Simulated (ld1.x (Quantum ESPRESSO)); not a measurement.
What one change does to a pseudopotential (Si, RRKJ)

* Element: silicon
* Generator: ld1.x (Quantum ESPRESSO) 7.5
* Type: norm-conserving RRKJ (Kleinman–Bylander form)
* Functional: PBE
* Relativity: scalar-relativistic
* Frozen core: [Ne]
* Valence charge: 4
* Reference configuration: 3s2 3p0 (charge +2)
* Partial waves: 3p (bound, empty): rc 1.45 bohr; 3d channel at 0.4 Ry: rc 1.60 bohr; 3s (bound): rc 1.70 bohr
* Local potential: the s channel
* Core correction: a·sin(br)/r model core, default radius (core density twice the valence density)
* rho0: 0.02

Change: wave 3s (bound): rc 1.70 bohr becomes 3s (bound): rc 2.56 bohr.

Cutoffs: the cutoffs (Ry, on a coarse ladder) from which the occupation-weighted sum of valence levels, in a spherical-Bessel basis at the reference potential, stays within 10 and 1 mRy of its value at 400 Ry; they do not see the model core or the augmentation charge, which bear on the density cutoff. Errors are all-electron minus pseudo energies relative to the spin-unpolarised reference configuration.

What does the change do?

The potential gets softer (18 Ry and 40 Ry → 10 Ry and 21 Ry); of the 7 tests that both files solve, the error grows in 7 and shrinks in 0 by more than 15 % and 0.3 meV (median size 20.9 → 56.6 meV); neither file shows a bound ghost. A larger radius leaves more room for a smooth pseudo-wave, so fewer plane waves are needed. More of the atom is replaced by a form fitted at one configuration, so other configurations suffer.

```tsv
quantity	base	changed
cutoff, loose	18 Ry	10 Ry
cutoff, tight	40 Ry	21 Ry
bound ghosts	none	none
error for 3s2 3p2, meV [ΔE -23.73 eV]	+26	+82
error for 3s2 3p1, meV [ΔE -15.99 eV]	+9.7	+30
error for 3s1 3p0, meV [ΔE 33.97 eV]	+22	-34
error for 3s1 3p3, meV [ΔE -16.92 eV]	+21	+64
error for 3s1 3p2, meV [ΔE -8.56 eV]	+7.7	+16
error for 3s2 3p1.5, meV [ΔE -20.81 eV]	+18	+57
error for 3s2 3p2.3, meV [ΔE -24.66 eV]	+29	+95
```

Base: The cutoffs count occupied waves only; the empty 3p level needs 35 Ry at the loose tolerance. Changed file: The cutoffs count occupied waves only; the empty 3p level needs 35 Ry at the loose tolerance.
